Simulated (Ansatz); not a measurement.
Correlation energies of FH$_{5}$SSi$_{2}$, SMILES `F[SiH]([SiH3])S` by basis set

Cartesian coordinates in Å:
```
F -1.7314 -0.5096 1.3281
Si -0.6896 0.5043 0.6494
Si 1.1687 -0.7175 -0.0729
S -1.5656 1.5529 -0.9772
H -0.3900 1.5620 1.6446
H 2.2280 0.2326 -0.5018
H 1.6954 -1.5965 1.0039
H 0.7630 -1.5531 -1.2353
H -1.4785 0.5248 -1.8387
```

Total charge 0; spin multiplicity 1. The structure was optimised at the PBE0-D4/def2-TZVP level. It is one conformer, not always the lowest. Frozen core, restricted reference, the Gaussian-basis code of Ansatz. CBS rows extrapolate triple and quadruple zeta; past MP2 they add the triple-zeta difference.

```csv
basis,HF (Eh),MP2 corr.
def2-SVP,-1077.43678,-0.51393
def2-TZVPP,-1077.91963,-0.67524
def2-QZVPP,-1077.95398,-0.73494
```

(1) Estimate the CCSD correlation energy and the (T) correction in each basis where they were run (hartree).

Results:

(1) 
| basis | CCSD corr. | (T) |
| --- | --- | --- |
| def2-SVP | -0.56816 | -0.01295 |
| def2-TZVPP | -0.72877 | -0.02614 |
| CBS(def2) | -0.83270 | as TZ |
